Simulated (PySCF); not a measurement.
SbI2, SMILES [I][Sb][I], multiplicity 2.

Coordinates come from a B3LYP-D3(BJ)/def2-SVP optimisation. The multiplicity is an assumed one; other spin states were not compared. The isomer is the one that the SMILES or the coordinates give; other isomers of the formula were not compared. The def2 effective core potentials stand for the cores of I, Sb; spin–orbit coupling is left out.

The numbers are results of C-PCM-M06-2X/def2-SVP in PySCF, not measurements.

The values are the electrostatic part of the solvation free energy, E(continuum) − E(gas) at the gas-phase geometry, in a cavity of scaled van der Waals radii (PySCF's table); cavitation and dispersion terms are not included. A continuum can't describe solvent molecules that bind to the metal. The dipole moment in vacuum is 2.39 D.

Problem. Estimate the values in water (ε = 78.36), ethanol (ε = 24.85), 1-octanol (ε = 9.86). (Estimate from the structure and the level; the computed values follow.)

Solution. 
| solvent | ε | ΔG(elec) (kcal/mol) | dipole (D) |
|---|---|---|---|
| water | 78.36 | -3.9 | 3.83 |
| ethanol | 24.85 | -3.7 | 3.77 |
| 1-octanol | 9.86 | -3.4 | 3.65 |
